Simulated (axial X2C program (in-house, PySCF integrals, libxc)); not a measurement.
## Outer orbitals of MnN at 1.636 Å, HF

Computed with an in-house all-electron X2C program for linear molecules (integrals from PySCF). Spin-free means the one-electron spin-free X2C Hamiltonian; two-component (2c) means X2C with spin–orbit coupling and atomic mean-field two-electron Coulomb and Gaunt terms, so the difference of the two also holds small scalar two-electron terms. Basis: Mn dyall-cv3z [9s10p6d3f2g], N dyall-av3z [7s7p3d2f] (cores contracted in-house); Gaussian nuclei, density fitting, unrestricted open shells. Masses: Mn 54.938 u, N 14.003 u.

The distance is close to the 2c PBE0 minimum; the highest filled and lowest empty levels are listed.

Spin-free orbitals, state M_S = 2, Λ = 1 (beyond evenly filled blocks: σα, π+α, δ+α, δ-α) (Löwdin shares):

```
symmetry  occupied  ε (eV)             atomic character
      σβ       yes  -29.77  74% N s, 10% Mn p, 10% Mn d
      σα       yes  -23.62   58% N s, 27% Mn d, 7% Mn p
     π+α       yes  -17.75             93% Mn d, 5% N p
     δ+α       yes  -17.37                     99% Mn d
     δ-α       yes  -17.34                     99% Mn d
     π-α       yes  -17.17             95% Mn d, 2% N p
      σα       yes  -15.71   72% Mn d, 16% N s, 5% Mn s
      σβ       yes  -14.93     85% N p, 7% Mn d, 3% N s
     π+β       yes  -13.35    86% N p, 9% Mn d, 3% Mn p
     π-β       yes  -13.35    86% N p, 9% Mn d, 3% Mn p
     π+α       yes   -8.51   74% N p, 18% Mn p, 7% Mn d
      σα       yes   -7.90  51% Mn s, 26% Mn p, 16% N p
     π-α        no    0.16            74% Mn p, 24% N p
      σβ        no    0.32   78% Mn s, 10% Mn p, 6% N s
     π+α        no    0.98    86% Mn p, 7% N p, 5% Mn d
     π+β        no    1.20             92% Mn p, 7% N p
     π-β        no    1.20             92% Mn p, 7% N p
```

Spinors with spin–orbit coupling (state Ω = 1):

```tsv
ω	occupied	ε (eV)	atomic character	λ mixture
-1/2	yes	-29.77	74% N s, 10% Mn p, 10% Mn d	100% σ
1/2	yes	-23.62	58% N s, 27% Mn d, 7% Mn p	100% σ
-1/2	yes	-17.78	93% Mn d, 5% N p	100% π
-3/2	yes	-17.43	99% Mn d	100% δ
5/2	yes	-17.29	99% Mn d	100% δ
3/2	yes	-17.15	95% Mn d, 2% N p	100% π
1/2	yes	-15.71	72% Mn d, 16% N s, 5% Mn s	100% σ
-1/2	yes	-14.93	85% N p, 7% Mn d, 3% N s	100% σ
1/2	yes	-13.36	86% N p, 9% Mn d, 3% Mn p	100% π
-3/2	yes	-13.34	86% N p, 9% Mn d, 3% Mn p	100% π
-1/2	yes	-8.52	74% N p, 18% Mn p, 7% Mn d	100% π
1/2	yes	-7.89	51% Mn s, 26% Mn p, 16% N p	100% σ
3/2	no	0.17	74% Mn p, 24% N p	100% π
-1/2	no	0.32	77% Mn s, 11% Mn p, 6% N s	100% σ
-1/2	no	0.98	86% Mn p, 7% N p, 5% Mn d	100% π
1/2	no	1.20	92% Mn p, 7% N p	100% π
-3/2	no	1.20	92% Mn p, 7% N p	100% π
```

Mulliken charges and populations of the two-component result (they depend on the basis, above all on diffuse functions):

Mn 0.85 e (s 6.75 p 12.34 d 5.06 f 0.01), N -0.85 e (s 4.00 p 3.81 d 0.03). ⟨Lz⟩ = -1.00 ħ and ⟨Sz⟩ = 2.00 ħ (2.95 and -0.95 on the two atoms), which add up to Ω.

One determinant describes the state; a PBE0 search over occupations chose it and may have missed a lower one. Other states lie close and PBE0, whose exact exchange favours high spin, may order them wrongly; the determinant shown need not be the ground state. The nearest other spin-free determinant of the search, M_S = 1, Λ = 0, lies 0.39 eV up at the distance of the search. With several unpaired electrons one determinant need not be a pure state. Open-shell Ω = 0 determinants with evenly filled partner blocks cannot be reached by this program, so the Ω shown need not be the lowest component. The determinant is spin-polarised beyond a pure state at some levels (its spin-free form has ⟨S²⟩ too high), which makes Re and μ there less reliable.
